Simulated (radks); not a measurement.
Results of a calculation; reference values are marked as such.
Coulomb parameter of the 3d shell of the cobalt ion Co3+ in the model configuration [Ar] 3d5 4p1, as a second difference U = [E(n + 0.5) + E(n - 0.5) - 2 E(n)] / (0.5)^2 with all orbitals relaxed. "Bare": the charge of the atom changes with n. "Screened": the 4p shell takes up the change at fixed total charge, which measures U(3d,3d) + U(4p,4p) - 2 U(3d,4p). Level of theory: Dirac Kohn-Sham, PBE, spin-unpolarised, spherical densities, finite nucleus; open shells are shared between the two j in proportion to 2j + 1; Fermi nuclear charge, rms radius 3.7875 fm (a radial shooting solver on a logarithmic mesh with Libxc functionals).

[
 {"case": "start", "configuration": "[Ar] 3d5 4p1", "E - E(n) (eV)": "0.000"},
 {"case": "bare +0.5", "configuration": "[Ar] 3d5.5 4p1", "E - E(n) (eV)": "-24.498"},
 {"case": "bare -0.5", "configuration": "[Ar] 3d4.5 4p1", "E - E(n) (eV)": "29.641"},
 {"case": "screened +0.5", "configuration": "[Ar] 3d5.5 4p0.5", "E - E(n) (eV)": "-12.375"},
 {"case": "screened -0.5", "configuration": "[Ar] 3d4.5 4p1.5", "E - E(n) (eV)": "13.976"}
]

U(bare) = 20.569 eV, U(screened by 4p) = 6.406 eV.
